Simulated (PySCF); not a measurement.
# GdOCl at several levels of theory

Computed with PySCF 2.14.0 (density fitting, no spin-orbit coupling) at the geometry relaxed with PBE0:

```xyz
3
GdOCl (singlet in the valence; each metal's 4f electrons, 7 of them, lie in its core potential, out of spins and levels)
Gd    0.2567    0.0000   -0.4046
O     1.7667    0.0000    0.6265
Cl   -1.9339    0.0000    0.8894
```

```
level                                                  basis    state  HOMO (eV)  gap (eV)  charge on Gd1 (e)  population of f-type functions on Gd1 (polarisation alone where 4f lies in the core)  dipole about the centre of mass (D)  largest force component (eV/Å)
 PBE0     Gd lcecp-1-SVP with ECP53, O def2-SVP, Cl def2-SVP  singlet      -7.03      4.57               0.82                                                                                  0.08                                 7.54                            0.01
B3LYP                                               the same  singlet      -6.75      3.98               0.77                                                                                  0.08                                 7.39                            0.50
 PBE0  Gd lcecp-1-TZVP with ECP53, O def2-TZVP, Cl def2-TZVP  singlet      -7.02      4.58               1.23                                                                                  0.08                                 7.76                            0.16
```

In the lcecp rows the 4f levels are missing from HOMO and gap, and the state counts the valence alone.

Charges are Mulliken's, which hang on the basis. The relaxation used the grid (50, 194), these runs (75, 302) or, all-electron (x2c bases, spin-free X2C Hamiltonian), (99, 590).

What does M06-L with Gd lcecp-1-SVP with ECP53, O def2-SVP, Cl def2-SVP give here?

state singlet, HOMO (eV) -5.68, gap (eV) 3.47, charge on Gd1 (e) 0.95, population of f-type functions on Gd1 (polarisation alone where 4f lies in the core) 0.07, dipole about the centre of mass (D) 7.60, largest force component (eV/Å) 0.45. Time: 2.5 s on 2 threads of Arm Neoverse V1 (shared host), from an already converged density.

In the first row's basis the gap widens with exact exchange: 3.5 eV for M06-L (none); 4.0 to 4.6 eV for B3LYP, PBE0 (a fixed share).

An lcecp potential fixes the number of 4f electrons, so in runs with it no electron can move into or out of that shell.
